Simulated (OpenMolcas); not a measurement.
Mo2+ among 6 point charges of -0.85 e arranged as a tetragonal octahedron (D4h), 2.21 Å from the ion, with the axial distance 2.564 Å.
```
   2.2100    0.0000    0.0000  -0.85
   0.0000    2.2100    0.0000  -0.85
  -2.2100    0.0000    0.0000  -0.85
   0.0000   -2.2100    0.0000  -0.85
   0.0000    0.0000    2.5636  -0.85
   0.0000    0.0000   -2.5636  -0.85
```

| Quantity | Value |
| --- | --- |
| Program | OpenMolcas |
| Method | SS-CASPT2, IPEA 0.25 Eh, imaginary shift 0.1 Eh (closed shells correlated: 4s 4p) |
| Basis | ANO-RCC-VTZP [7s6p4d2f1g] |
| Scalar Hamiltonian | DKH2, point nucleus |
| Active space | 4 electrons in 5 orbitals (4d) |
| State averaging | 2S+1 = 5 even, 5 roots; 2S+1 = 3 even, 45 roots; 2S+1 = 1 even, 50 roots |
| Spin-orbit coupling | RASSI with atomic mean-field integrals over the reference wave functions |

Question: What is the spin-free ground state (labels of D4, the rotations of D4h)?

Answer: 5B1, 1-fold in its orbital part, 100 % from free-ion D terms; it has the highest spin that d4 allows.

Question: Where is the first state of the same spin?

Answer: 5A1 at 4050 cm-1 above the ground state.

Question: What are the lowest two levels with spin-orbit coupling?

Answer: A 1-fold level A1, then a 1-fold level A2 3 cm-1 above it. Their leading multiplicities are 5 (99 %) and 5 (99 %).

Question: What is χT at 300 K, and how does it compare with the textbook value?

Answer: The lowest level has 2S+1 = 5, for which the spin-only value is χT = S(S+1) / 2 = 3.000 cm3 K/mol (g = 2). The computed 2.591 at 300 K differs by -0.409, through orbital momentum, spin-orbit coupling and any other state in reach.

Point charges give a weaker field than real ligands, and real ions of this kind are as a rule low spin; the high spin found here belongs to the model. Free-ion shares, where given, are those of the reference states; single-state CASPT2 does not remix them. Point charges carry no covalency, so the field is a model and not that of real ligands. No measured value stands beside these numbers.
